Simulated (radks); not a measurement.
The numbers below are computed, except where a source is named.
All-electron atom: Sr XX in [Ar] 3d1. Code: a radial shooting solver on a logarithmic mesh with Libxc functionals. Model: scalar-relativistic Kohn-Sham, LB94 model potential, spin-polarised, spherical densities, finite nucleus; open shells are filled with parallel spins first (spin-orbit coupling, left out, can overturn this in heavy ions); Fermi nuclear charge, rms radius 4.224 fm. Some entries of the table are withheld. Estimate them.

orbital,occ.,eigenvalue (eV),<r> (bohr)
1s down,1,-16771.69,0.03910
1s up,1,-16771.63,0.03910
2s down,1,-2918.487,0.1709
2s up,1,-2918.215,0.1710
2p down,3,-2681.293,0.1489
2p up,3,-2680.982,0.1489
3s up,1,(1),0.4461
3s down,1,(2),0.4466
3p up,3,-880.9436,0.4383
3p down,3,-877.8792,0.4389
3d up,1,(3),0.3974
3d down,0,(4),0.3975

Answer. 
(1) 3s up eigenvalue (eV): -957.4736
(2) 3s down eigenvalue (eV): -954.4096
(3) 3d up eigenvalue (eV): -768.8049
(4) 3d down eigenvalue (eV): -766.0305
